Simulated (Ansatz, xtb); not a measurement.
# Relaxing a trial structure of BClFGeH2+

The starting geometry of this gas-phase singlet was built from a drawn formula by distance geometry; its bonds are those of `F[B+][GeH2][Cl]`.

```xyz
6

B    -3.8268   -0.8466   -1.2313
Cl   -0.4119   -0.8363   -0.3763
F    -4.5031   -2.0061   -1.6542
Ge   -2.1066    0.2955   -0.9895
H    -1.8110    1.1762   -2.2593
H    -2.5625    1.2591    0.1406
```

Q: Predict what becomes of its bonds when it is optimised with r2SCAN-D4/def2-SVP.

A: It keeps its bonds, and is `F[B+][GeH2][Cl]`. Distances that change by over a tenth: B1–F3 (1.41 → 1.23 Å).

The energy falls by 1.17 eV over 11 steps:

```
step  E − E(last) (eV)
   1             1.170
   2             0.263
   3             0.069
   4             0.018
   5             0.016
   7             0.007
   8             0.004
   9             0.001
  10             0.000
  11             0.000
```

Final geometry (Å):

```xyz
6

B    -3.5972   -0.9470   -1.3370
Cl   -0.8041   -1.0826   -0.4882
F    -4.2699   -1.9721   -1.4807
Ge   -2.1480    0.5223   -0.9832
H    -1.8187    1.1899   -2.3087
H    -2.5839    1.3312    0.2278
```

From the same start GFN2-xTB ends elsewhere, differing in B1–Cl2 (1.73 against 2.92 Å here).

No frequencies were run, so the end isn't proven a minimum. Run with Ansatz 0.2.0, 33 s on 2 threads of Intel(R) Xeon(R) Platinum 8259CL CPU @ 2.50GHz (Skylake/Cascade Lake) (shared host).
